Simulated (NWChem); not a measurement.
# CH2ClF; SMILES FCCl

```xyz
5

F      0.3892     1.5058     0.0000
C     -0.5715     0.5650     0.0000
Cl     0.1312    -1.0629     0.0000
H     -1.1851     0.6598     0.9078
H     -1.1851     0.6598    -0.9078
```
Atoms are numbered in this order, from 1.

All runs use the structure optimised with PBE0/def2-SVP.

**Question.** Give the principal values of the shielding tensors (ppm) of F1, C2, Cl3 from LDA (Slater exchange, VWN5)/pcSseg-1, GIAO (NWChem), with their diamagnetic and paramagnetic parts as GIAO splits them.

**Answer.** 
```csv
atom,σ11,σ22,σ33,isotropic,diamagnetic,paramagnetic
F1,285.1,290.5,460.2,345.3,475.1,-129.9
C2,29.8,76.8,127.1,77.9,246.3,-168.4
Cl3,389.7,767.8,1000.6,719.3,1146.0,-426.6
```
